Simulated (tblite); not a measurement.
Compound: C₅H₉FSSi.
Atom-mapped SMILES: `[CH3:1][C@@H:2]1[CH2:3][Si@@H:4]([F:5])[CH2:6][C:7]1=[S:8]` (hydrogens: H9, H10, H11 on C1; H12 on C2; H13, H14 on C3; H15 on Si4; H16, H17 on C6)

Cartesian coordinates in Å at the GFN2-xTB level; atoms count from 1:
```
atom  x, y, z in Å
C1     1.7072   -0.5886    0.4542
C2     0.7532   -0.2456   -0.6950
C3     0.3000    1.2214   -0.6106
Si4   -1.1977    1.2203    0.5574
F5    -2.4443    2.0071   -0.1013
C6    -1.4532   -0.6619    0.4294
C7    -0.4665   -1.1170   -0.5944
S8    -0.6931   -2.4207   -1.5313
H9     1.2489   -0.3589    1.4139
H10    1.9622   -1.6461    0.4299
H11    2.6232   -0.0101    0.3603
H12    1.2684   -0.4476   -1.6385
H13   -0.0085    1.5635   -1.6005
H14    1.1308    1.8536   -0.3038
H15   -1.0595    1.7844    1.8873
H16   -1.2204   -1.1570    1.3747
H17   -2.4577   -0.9847    0.1584
```

Method: GFN2-xTB as coded in tblite; computed harmonic values from a numerical Hessian at the method's own geometry, unscaled. The method is semi-empirical: single wavenumbers can be off by several per cent or more. Modes of hydrogen on silicon can be 10 to 20 % off. One conformer, not necessarily the lowest.

Harmonic wavenumbers (cm⁻¹): 44.1, 81.1, 162.2, 193.0, 218.9, 238.2, 271.1, 356.5, 362.2, 506.0, 536.7, 567.3, 642.4, 704.0, 734.0, 755.8, 768.0, 806.8, 844.6, 931.8, 1005.2, 1014.8, 1052.4, 1083.6, 1136.5, 1148.1, 1201.6, 1209.3, 1254.8, 1292.0, 1332.5, 1403.4, 1427.5, 1466.8, 1494.4, 1497.5, 2364.7, 2952.3, 2954.3, 2978.4, 3007.8, 3014.3, 3029.7, 3033.1, 3037.5.

A = 2152, B = 1029, C = 814.5 MHz; mass 148.018 u (most abundant isotopes); point group C1, symmetry number 1.

**Question.** Zero-point energy?

**Answer.** ½Σν̃ = 28059 cm⁻¹ = 335.66 kJ/mol.

**Question.** Give the ideal-gas entropy at 298.15 K and 1 bar in the rigid-rotor, harmonic-oscillator model (classical rotation).

**Answer.** Translation 171.18, rotation 123.71, vibration 107.10: S = 402.0 J/(mol K).

**Question.** And Cp and H(298.15 K) − H(0)?

**Answer.** Cp = 152.10 J/(mol K), of which vibrations give 118.84 (their classical limit is 45 R = 374.2); H(298.15 K) − H(0) = 27.22 kJ/mol without the zero-point energy, 17.31 from vibrations.

**Question.** Blend soft modes into free rotors: weight 1/[1 + (100 cm⁻¹/ν̃)⁴] for the oscillator and the rest for a rotor with moment μB/(μ + B), μ = h/(8π²ν), B = 10⁻⁴⁴ kg m². What vibrational entropy results?

**Answer.** 99.15 J/(mol K) in place of 107.10, which changes −T·S at 298.15 K by +2.37 kJ/mol.

**Question.** Which modes carry the vibrational entropy at 298.15 K?

**Answer.** 44.1 cm⁻¹: 21.20; 81.1 cm⁻¹: 16.17; 162.2 cm⁻¹: 10.56; 193.0 cm⁻¹: 9.20; 218.9 cm⁻¹: 8.23; 238.2 cm⁻¹: 7.60 J/(mol K); the other 39 give 34.14 together.

**Question.** What must be added to the electronic energy to get the Gibbs energy at 298.15 K and 1 bar?

**Answer.** ZPE + [H(298.15 K) − H(0)] − T·S = 335.66 + 27.22 − 119.85 = 243.03 kJ/mol.

Hindered rotation and anharmonicity are outside this model. Other conformers, if any are populated, would add a mixing term that is left out. The structure is chiral; the term R ln 2 for an equal mix with its mirror image is left out.
